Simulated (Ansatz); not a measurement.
`CC[SiH](Cl)OC` + H₂S → `CO[SiH](S)Cl` + `CC`  (ligand exchange at the Si–C bond)

Calculated with Ansatz (gas phase, PBE0-D4/def2-TZVP geometries, no zero-point term in ΔE). CCSD(T)/CBS adds triple-zeta CCSD(T) − MP2 to the extrapolated MP2 energy (def2 sets, frozen cores). This one scheme is used for every species. Functionals use def2-TZVPP. HSE06 is defined as in plane-wave codes. Each species was taken in one conformer, which may not be the lowest.

```tsv
level	ΔE (kcal/mol)
PBE-D4	-14.0
revPBE-D4	-13.9
ωB97X-V	-13.1
ωB97M-V	-13.0
PBE-QIDH	-14.1
HSE06	-14.4
BHLYP	-13.9
CCSD(T)/def2-TZVPP	-12.7
```

Question: What does CCSD(T)/CBS give? (An estimate is asked.)

Answer: Ansatz gave: -13.3 kcal/mol. The listed levels differ from it by -0.7, -0.6, 0.2, 0.3, -0.8, -1.1, -0.6, 0.6 kcal/mol.

Largest T1 diagnostic among the species: 0.011.

At CCSD(T), def2-SVP lies +1.2 kcal/mol from the extrapolated value and def2-TZVPP +0.6 kcal/mol. Leaving LDA and LC-ωPBE aside and taking each functional with its dispersion term where it has one, the values, not all of them listed here, spread over 1.6 kcal/mol, from B97M-V to CAM-B3LYP-D4. LDA lies +1.5 kcal/mol from PBE without D4.
